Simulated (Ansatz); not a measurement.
Consider the ligand exchange at a B–O bond: `CBO` + `O[SiH2][SiH3]` → `CBO[SiH2][SiH3]` + H₂O.

Program: Ansatz. Geometries: PBE0-D4/def2-TZVP. ΔE: electronic, gas phase. CCSD(T)/CBS is the MP2 limit (def2-TZVPP, def2-QZVPP) plus CCSD(T) − MP2 in def2-TZVPP, frozen cores. This one scheme is used for every species. Each species was taken in one conformer, which may not be the lowest.

`CBO`:

Z-matrix (Å, degrees):
```
C
B 1 1.559
H 1 1.096 2 110.2
H 1 1.092 2 113.4 3 122.1
H 1 1.096 2 110.2 3 -115.8
O 2 1.357 1 119.4 3 -122.1
H 2 1.207 1 121.8 3 57.8
H 6 0.960 2 113.1 1 180.0
```

`O[SiH2][SiH3]`:

```xyz
9

O    -1.460    1.296   -0.693
Si   -0.389    0.822    0.475
Si    0.691   -1.191   -0.065
H    -1.118    1.439   -1.577
H     0.650    1.866    0.713
H    -1.194    0.668    1.711
H     1.679   -1.539    0.994
H     1.421   -1.051   -1.357
H    -0.281   -2.310   -0.200
```

`CBO[SiH2][SiH3]`:

```xyz
14

C     1.103    0.501    1.681
B     0.591    1.603    0.695
O    -0.421    1.413   -0.187
Si   -1.414    0.130   -0.539
Si   -0.249   -1.550   -1.684
H     0.544   -0.438    1.671
H     1.108    0.889    2.706
H     2.152    0.276    1.454
H     1.104    2.692    0.677
H    -2.009   -0.421    0.711
H    -2.512    0.669   -1.380
H     0.845   -2.097   -0.836
H     0.344   -1.013   -2.938
H    -1.186   -2.655   -2.028
```

H₂O:

```xyz
3

O    -0.139   -0.234   -0.278
H    -0.639    0.240    0.390
H     0.778   -0.006   -0.112
```

| species | CCSD(T)/CBS(def2) energy (Eh) |
| --- | --- |
| `CBO` | -141.08489 |
| `O[SiH2][SiH3]` | -656.96789 |
| `CBO[SiH2][SiH3]` | -721.67278 |
| H₂O | -76.37941 |

(1) Work out ΔE.

(2) What do rigid-rotor, harmonic-oscillator terms from PBE0-D4/def2-TZVP frequencies (298.15 K, 1 bar) make of the CCSD(T)/CBS value? (An estimate is asked.)

Largest T1 diagnostic among the species: 0.013.

Results:

(1) ΔE = (-721.67278) + (-76.37941) − (-141.08489) − (-656.96789) = 0.00059 Eh = +1.5 kJ/mol.

(2) Ansatz gave: ΔZPE = -5.4 kJ/mol, ΔH = 0.0 kJ/mol, ΔS = -7 J/(mol·K), ΔG = +2.0 kJ/mol. Modes under 50 cm⁻¹ make the entropy rough.

At CCSD(T), def2-SVP lies +9.5 kJ/mol from the extrapolated value and def2-TZVPP +2.9 kJ/mol. The D4 term adds −10.2 kJ/mol with B3LYP and −6.1 kJ/mol with PBE0; it sums over pairs of atoms, weighted by their polarisabilities, and B3LYP, whose exchange is more repulsive, gets the larger term. In def2-TZVPP, CCSD(T) changes the Hartree–Fock value by −4.4 kJ/mol (the triples alone add −0.6 kJ/mol) and MP2 by −4.7 kJ/mol.

B3LYP here is the variant with VWN-RPA as its local correlation; programs differ in this.
